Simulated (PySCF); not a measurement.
# TeH: mean field, correlation and small terms against distance

State: ²Π, doublet, unpaired electrons π ↑. ROHF-based CCSD(T) in PySCF 2.14 with Te aug-cc-pVTZ-PP with ECP28, H aug-cc-pVTZ and Te aug-cc-pVQZ-PP with ECP28, H aug-cc-pVQZ (frozen core orbitals: 9; scalar-relativistic core potentials). Correlation energies are extrapolated as n⁻³ (n = 3, 4), Hartree–Fock as (n+1)·exp(−9√n). CV is the change on freezing 4 orbitals instead, in Te cc-pwCVTZ-PP with ECP28, H cc-pVTZ. All energies in eV from Te + H.

```
 R (Å)  HF/CBS  CCSD corr.      (T)       CV   total
1.4702  -1.528      -0.968  -0.0324  -0.0748  -2.603
1.5371  -1.775      -0.985  -0.0353  -0.0536  -2.848
1.6039  -1.887      -1.002  -0.0384  -0.0368  -2.965
1.6707  -1.899      -1.022  -0.0417  -0.0236  -2.986
1.7376  -1.835      -1.044  -0.0453  -0.0133  -2.937
1.8211  -1.677      -1.074  -0.0504  -0.0037  -2.805
1.9046  -1.459      -1.109  -0.0561   0.0031  -2.621
```

A fit to the total gives Re = 1.6547 Å, De = 2.988 eV, ωe = 2143.6 cm⁻¹, Be = 6.156 cm⁻¹ (masses 129.9062 and 1.0078 u).

**Question.** At R = 1.6707 Å the CCSD correlation energy is -0.143759 hartree in the smaller basis and -0.153319 in the larger. Extrapolate it.

**Answer.** (4³·E4 − 3³·E3)/(4³ − 3³) = -0.16030 hartree; the larger basis holds 95.6 % of it.

The T1 diagnostic is 0.017. The state was picked by a PBE0 search and need not be the measured ground state. Spin–orbit coupling, excitations beyond (T) and corrections to the Born–Oppenheimer picture are left out, and spin–orbit coupling matters for open p, d or f shells this heavy.
